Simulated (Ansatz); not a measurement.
The cluster Cu₂Te₈⁻. Charge -1, multiplicity 2. Geometry PBE0-D4/def2-SVP, that of the neutral singlet; atoms count from 1.

```xyz
10

Cu   -0.7347    1.1909    0.4412
Cu    1.2430   -0.2265   -0.7461
Te    0.9408    2.5533    1.7162
Te    2.4252    0.3120    1.4364
Te   -0.4435   -2.3135   -0.6324
Te   -2.4626   -1.3400   -2.1468
Te    0.9649   -1.5029    3.0460
Te    0.9757    1.0845   -2.8672
Te   -1.3517   -1.0938    1.7104
Te   -1.5570    1.3360   -1.9576
```

In the def2 sets Te takes a core potential; there is no spin–orbit coupling. The gap within one spin of the charge -1 doublet nearly closes, so an electron or hole may be smeared out by delocalisation error. The structure comes from a short search, and lower isomers may exist.

(1) Estimate the Mulliken populations from the PBE/def2-SVP orbitals of Ansatz.

(2) Where does the spin sit?

(3) And the Mayer bond orders between bonded heavy atoms (over 0.3)?

Results:

(1) 
| atom | charge (e) | spin (α − β) | d electrons |
| --- | --- | --- | --- |
| Cu1 | -0.03 | 0.01 | 9.66 |
| Cu2 | -0.03 | 0.01 | 9.66 |
| Te3 | -0.24 | 0.06 | – |
| Te4 | 0.01 | 0.02 | – |
| Te5 | -0.05 | 0.29 | – |
| Te6 | -0.18 | 0.11 | – |
| Te7 | -0.18 | 0.11 | – |
| Te8 | -0.24 | 0.06 | – |
| Te9 | -0.05 | 0.29 | – |
| Te10 | 0.01 | 0.02 | – |
Mulliken values and Mayer orders depend strongly on the basis.

(2) Summed by element: Cu 0.02, Te 0.98, of 1 unpaired in all. Largest on single atoms: Te5 0.29, Te9 0.29, Te7 0.11.

(3) Cu1–Te3 0.81 (2.51 Å); Cu1–Te9 0.53 (2.69 Å); Cu1–Te10 0.70 (2.54 Å); Cu2–Te4 0.70 (2.54 Å); Cu2–Te5 0.53 (2.69 Å); Cu2–Te8 0.81 (2.51 Å); Te3–Te4 1.01 (2.70 Å); Te4–Te7 0.79 (2.83 Å); Te5–Te6 0.96 (2.71 Å); Te5–Te9 0.75 (2.79 Å); Te6–Te10 0.79 (2.83 Å); Te7–Te9 0.96 (2.71 Å); Te8–Te10 1.01 (2.70 Å).
